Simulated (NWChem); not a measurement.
Species: C4H4O2; SMILES O=C1CC(=O)C1

```xyz
10

O      0.0000     2.2701     0.0000
C      0.0000     1.0646     0.0000
C      1.1210     0.0000     0.0000
C      0.0000    -1.0646     0.0000
O      0.0000    -2.2701     0.0000
C     -1.1210     0.0000     0.0000
H      1.7779     0.0000     0.8969
H      1.7779     0.0000    -0.8969
H     -1.7779     0.0000    -0.8969
H     -1.7779     0.0000     0.8969
```
Atoms are numbered in this order, from 1.

Program: NWChem. Pople sets run with spherical d functions. Structure relaxed at the PBE-D3(BJ)/def2-SVP level. Atomic charges in e: unrestrained fits to the electrostatic potential beside Mulliken populations; buried atoms are poorly determined by the fit.

For level B3LYP/def2-SVP:

```
Item         Result
-----------  ------
Mulliken O1   -0.15
Mulliken C2    0.00
Mulliken C3   -0.01
Mulliken C4    0.00
Mulliken O5   -0.15
```

Problem. What are these values for level Hartree-Fock/6-31G*?

Solution. 
| Quantity | Result |
|---|---|
| Mulliken O1 | -0.51 |
| Mulliken C2 | 0.54 |
| Mulliken C3 | -0.53 |
| Mulliken C4 | 0.54 |
| Mulliken O5 | -0.51 |
